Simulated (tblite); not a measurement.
A geometry optimisation, step by step.

Compound: C6H8AlNO.
Atom-mapped SMILES: `[O:1]=[CH:2][c:3]1[cH:4][cH:5][cH:6][n+:7]([AlH3-:8])[cH:9]1` (hydrogens: H10 on C2; H11 on C4; H12 on C5; H13 on C6; H14, H15, H16 on Al8; H17 on C9)
Bond orders are those of one Lewis drawing.

Computed with GFN2-xTB (tblite), gas phase: L-BFGS steps from a force-field or distance-geometry start until the largest atomic force falls under 0.01 eV/Å. 8 of its 53 geometries are shown.

Step 0: E = -679.1953 eV, largest atomic force 3.335 eV/Å
```
atom  x, y, z in Å  |  force x, y, z in eV/Å
O1     -3.767   -0.785   -0.029    2.583  -0.905  -0.398
C2     -2.603   -1.204   -0.181   -2.813   1.644   0.713
C3     -1.430   -0.316   -0.004   -0.002  -0.024  -0.187
C4     -1.606    1.051    0.304    0.345  -0.196   0.114
C5     -0.489    1.865    0.464   -0.106  -0.305  -0.218
C6      0.783    1.328    0.279   -0.728  -1.194  -0.139
N7      0.942    0.011   -0.022   -1.278   0.288   0.078
Al8     2.716   -0.695   -0.283    1.981  -0.804  -0.326
C9     -0.134   -0.815   -0.173    0.475   1.924   0.417
H10    -2.450   -2.252   -0.415    0.375  -0.245  -0.126
H11    -2.596    1.464    0.447   -0.004  -0.222  -0.077
H12    -0.614    2.911    0.700    0.050  -0.048   0.010
H13     1.645    1.977    0.400    0.181  -0.558  -0.124
H14     2.740   -2.244    0.119   -0.553   0.214   0.094
H15     3.747    0.115    0.619   -0.502   0.244   0.117
H16     3.107   -0.547   -1.814   -0.515   0.207   0.038
H17     0.004   -1.853   -0.422    0.511  -0.019   0.016
```

Step 7: E = -679.6735 eV, largest atomic force 0.442 eV/Å
```
atom  x, y, z in Å  |  force x, y, z in eV/Å
O1     -3.755   -0.786   -0.033   -0.308   0.102   0.031
C2     -2.630   -1.171   -0.164    0.428  -0.108  -0.030
C3     -1.438   -0.301   -0.007    0.061   0.067  -0.015
C4     -1.617    1.048    0.311    0.095   0.042   0.010
C5     -0.501    1.854    0.453    0.012  -0.043  -0.015
C6      0.755    1.287    0.275    0.066   0.056   0.017
N7      0.936    0.006   -0.022   -0.101  -0.018  -0.013
Al8     2.884   -0.764   -0.309   -0.280   0.102   0.026
C9     -0.133   -0.765   -0.166    0.049  -0.050   0.017
H10    -2.397   -2.221   -0.413    0.049  -0.003  -0.006
H11    -2.619    1.435    0.441    0.018  -0.041  -0.006
H12    -0.604    2.900    0.699    0.061  -0.049  -0.019
H13     1.659    1.870    0.378    0.080  -0.026  -0.004
H14     2.650   -2.249    0.143   -0.107  -0.005   0.028
H15     3.688    0.174    0.656   -0.072   0.068   0.039
H16     3.035   -0.508   -1.847   -0.089   0.047  -0.026
H17     0.079   -1.796   -0.407    0.037  -0.141  -0.035
```

Step 15: E = -679.7253 eV, largest atomic force 0.161 eV/Å
```
atom  x, y, z in Å  |  force x, y, z in eV/Å
O1     -3.723   -0.792   -0.036   -0.158  -0.029   0.006
C2     -2.595   -1.173   -0.165    0.141  -0.057  -0.046
C3     -1.410   -0.306   -0.015    0.030   0.047   0.029
C4     -1.578    1.042    0.308   -0.024   0.050  -0.008
C5     -0.466    1.853    0.448    0.035  -0.032   0.003
C6      0.781    1.274    0.272    0.042   0.007  -0.009
N7      0.939   -0.008   -0.022    0.044   0.007   0.008
Al8     2.792   -0.732   -0.300    0.036  -0.010  -0.001
C9     -0.116   -0.787   -0.170    0.048  -0.003   0.003
H10    -2.340   -2.217   -0.415   -0.071  -0.061  -0.005
H11    -2.585    1.407    0.436   -0.040   0.092   0.027
H12    -0.558    2.899    0.694   -0.002  -0.040  -0.016
H13     1.710    1.818    0.368    0.031   0.085   0.019
H14     2.530   -2.215    0.162   -0.025  -0.002   0.005
H15     3.578    0.225    0.675   -0.023   0.005   0.009
H16     2.924   -0.460   -1.842   -0.046   0.015  -0.004
H17     0.111   -1.816   -0.409   -0.018  -0.075  -0.020
```

Step 22: E = -679.7299 eV, largest atomic force 0.042 eV/Å
```
atom  x, y, z in Å  |  force x, y, z in eV/Å
O1     -3.722   -0.806   -0.040   -0.042   0.003   0.005
C2     -2.590   -1.181   -0.168    0.012  -0.013  -0.019
C3     -1.408   -0.306   -0.015   -0.003   0.003   0.019
C4     -1.576    1.044    0.307   -0.001   0.005  -0.009
C5     -0.458    1.848    0.446   -0.001   0.010   0.007
C6      0.790    1.274    0.272    0.002  -0.006  -0.008
N7      0.946   -0.009   -0.020    0.001  -0.002   0.012
Al8     2.792   -0.733   -0.299   -0.010   0.006   0.005
C9     -0.112   -0.786   -0.168    0.006   0.006  -0.010
H10    -2.345   -2.228   -0.417    0.028  -0.010  -0.001
H11    -2.578    1.425    0.440   -0.002   0.011   0.002
H12    -0.551    2.894    0.691    0.001   0.013  -0.002
H13     1.714    1.829    0.371   -0.004  -0.006  -0.001
H14     2.515   -2.212    0.165    0.010  -0.008  -0.002
H15     3.565    0.231    0.679    0.009  -0.013  -0.002
H16     2.901   -0.452   -1.843   -0.013   0.002   0.000
H17     0.107   -1.819   -0.409    0.005  -0.001   0.003
```

Step 30: E = -679.7307 eV, largest atomic force 0.028 eV/Å
```
atom  x, y, z in Å  |  force x, y, z in eV/Å
O1     -3.725   -0.824   -0.046   -0.002   0.012   0.002
C2     -2.588   -1.184   -0.171    0.016  -0.004  -0.005
C3     -1.411   -0.302   -0.013    0.007   0.004   0.004
C4     -1.576    1.049    0.307    0.000   0.001  -0.005
C5     -0.457    1.852    0.445    0.001  -0.003   0.001
C6      0.790    1.275    0.274    0.002  -0.004  -0.002
N7      0.944   -0.009   -0.014    0.015   0.000   0.007
Al8     2.787   -0.735   -0.298   -0.005   0.000  -0.001
C9     -0.115   -0.784   -0.165    0.010   0.012   0.004
H10    -2.328   -2.229   -0.420    0.004  -0.005  -0.002
H11    -2.575    1.438    0.440   -0.009  -0.015  -0.005
H12    -0.547    2.899    0.686   -0.006   0.000  -0.003
H13     1.716    1.827    0.371   -0.003   0.002   0.005
H14     2.521   -2.217    0.162   -0.001  -0.010  -0.002
H15     3.571    0.220    0.679    0.005  -0.001  -0.002
H16     2.879   -0.447   -1.841   -0.007   0.003  -0.006
H17     0.108   -1.816   -0.406   -0.025   0.009   0.010
```

Step 37: E = -679.7311 eV, largest atomic force 0.017 eV/Å
```
atom  x, y, z in Å  |  force x, y, z in eV/Å
O1     -3.722   -0.829   -0.049    0.002  -0.002  -0.004
C2     -2.583   -1.185   -0.173   -0.001   0.002   0.006
C3     -1.411   -0.299   -0.011    0.004  -0.007  -0.008
C4     -1.577    1.052    0.306   -0.001  -0.007  -0.001
C5     -0.458    1.854    0.444   -0.003   0.001  -0.001
C6      0.791    1.277    0.276   -0.001  -0.009   0.003
N7      0.945   -0.008   -0.007    0.008  -0.008   0.000
Al8     2.785   -0.738   -0.298   -0.005  -0.001  -0.004
C9     -0.115   -0.781   -0.160    0.006  -0.002   0.009
H10    -2.317   -2.229   -0.422   -0.009   0.009   0.000
H11    -2.578    1.438    0.437    0.000   0.004  -0.005
H12    -0.548    2.901    0.681   -0.005   0.012   0.000
H13     1.716    1.829    0.374   -0.007   0.005   0.007
H14     2.523   -2.223    0.159   -0.003   0.000  -0.006
H15     3.576    0.212    0.677    0.002  -0.002  -0.004
H16     2.864   -0.443   -1.842   -0.002  -0.001   0.000
H17     0.101   -1.815   -0.400    0.014   0.006   0.008
```

Step 45: E = -679.7320 eV, largest atomic force 0.053 eV/Å
```
atom  x, y, z in Å  |  force x, y, z in eV/Å
O1     -3.714   -0.831   -0.061    0.019   0.004  -0.003
C2     -2.574   -1.185   -0.179   -0.010  -0.011  -0.001
C3     -1.403   -0.299   -0.007   -0.017  -0.025  -0.005
C4     -1.578    1.054    0.296   -0.011  -0.021   0.003
C5     -0.462    1.859    0.441   -0.009   0.001  -0.007
C6      0.788    1.282    0.294    0.015   0.011   0.014
N7      0.952   -0.004    0.024   -0.015   0.002   0.000
Al8     2.777   -0.747   -0.308    0.007  -0.001  -0.005
C9     -0.104   -0.781   -0.136   -0.015   0.000   0.004
H10    -2.306   -2.228   -0.430   -0.006  -0.002   0.002
H11    -2.580    1.438    0.413   -0.011   0.004  -0.010
H12    -0.556    2.909    0.665   -0.002   0.019   0.008
H13     1.706    1.843    0.400    0.053   0.004   0.001
H14     2.518   -2.238    0.133   -0.001   0.008  -0.003
H15     3.594    0.189    0.659    0.004   0.001  -0.001
H16     2.817   -0.433   -1.850   -0.001  -0.003  -0.002
H17     0.118   -1.816   -0.363   -0.001   0.010   0.004
```

Step 52: E = -679.7325 eV, largest atomic force 0.009 eV/Å
```
atom  x, y, z in Å  |  force x, y, z in eV/Å
O1     -3.711   -0.832   -0.069    0.008  -0.004  -0.002
C2     -2.571   -1.188   -0.181    0.001   0.006  -0.006
C3     -1.401   -0.300   -0.005   -0.002   0.000   0.007
C4     -1.578    1.054    0.291    0.000   0.001  -0.006
C5     -0.464    1.863    0.440    0.000  -0.005   0.004
C6      0.790    1.287    0.305   -0.001  -0.001   0.000
N7      0.954   -0.001    0.041   -0.007  -0.002   0.002
Al8     2.773   -0.750   -0.313    0.003   0.003   0.002
C9     -0.101   -0.779   -0.123   -0.006  -0.002  -0.002
H10    -2.303   -2.230   -0.433   -0.001   0.005   0.007
H11    -2.582    1.439    0.396    0.004   0.002  -0.005
H12    -0.563    2.914    0.659    0.002  -0.008   0.002
H13     1.710    1.846    0.413   -0.001  -0.001   0.003
H14     2.514   -2.243    0.119    0.000   0.004   0.002
H15     3.604    0.178    0.649    0.002   0.002  -0.005
H16     2.793   -0.430   -1.855   -0.001   0.000  -0.003
H17     0.127   -1.815   -0.344   -0.002  -0.001   0.000
```

Problem. Summarise the path.

Solution. The energy falls by 51.83 kJ/mol from step 0 to step 52; nine tenths of that is first reached at step 8. It falls at every step. The largest force goes from 3.335 to 0.009 eV/Å. Among the bonds N7–Al8 changes most, from 1.927 to 1.999 Å; the atoms move by 0.132 Å rms after alignment.

Problem. Follow the three bonds and two angles with the largest change from start to end.

Solution. 
```
step  E above end (kJ/mol)  largest force (eV/Å)  N7–Al8 (Å)  O1=C2 (Å)  N7–C9 (Å)  N7–Al8–H16 (°)  N7–Al8–H15 (°)
   0                 51.83                 3.335       1.927      1.246      1.364           108.9           109.5
   2                 24.82                 1.200       2.006      1.202      1.325           106.4           107.0
   5                  7.99                 0.275       2.120      1.202      1.328           100.3           100.8
   7                  5.69                 0.442       2.114      1.196      1.326            99.3            99.8
   9                  4.54                 0.203       2.087      1.201      1.325            99.8           100.2
  11                  3.16                 0.409       2.054      1.206      1.323           100.0           100.4
  14                  0.96                 0.140       2.012      1.199      1.320            98.9            99.2
  16                  0.53                 0.120       2.006      1.199      1.321            98.5            98.8
  18                  0.37                 0.082       2.002      1.201      1.321            98.2            98.5
  20                  0.29                 0.045       2.002      1.201      1.321            98.0            98.3
  23                  0.24                 0.033       2.001      1.200      1.321            97.9            98.4
  25                  0.23                 0.032       2.000      1.200      1.321            97.8            98.4
  27                  0.21                 0.070       2.000      1.201      1.321            97.6            98.5
  29                  0.18                 0.035       2.001      1.200      1.321            97.3            98.6
  32                  0.16                 0.030       2.001      1.200      1.321            97.2            98.7
  34                  0.15                 0.021       2.000      1.200      1.320            97.0            98.7
  36                  0.14                 0.016       2.000      1.200      1.320            96.9            98.7
  38                  0.13                 0.021       2.002      1.200      1.321            96.8            98.7
  41                  0.11                 0.033       2.002      1.200      1.321            96.6            98.7
  43                  0.08                 0.038       2.000      1.200      1.321            96.5            98.7
  45                  0.05                 0.053       1.999      1.200      1.320            96.4            98.7
  47                  0.02                 0.033       1.999      1.200      1.320            96.3            98.7
  50                  0.00                 0.012       1.999      1.200      1.320            96.2            98.7
  52                  0.00                 0.009       1.999      1.200      1.320            96.3            98.7
```

What follows is the cost of the whole relaxation. Hardware: one thread, Arm Neoverse V2 (aarch64), no GPU, shared host with 96 logical CPUs at a one-minute load of 28. Cost: 0.3 s of wall time.
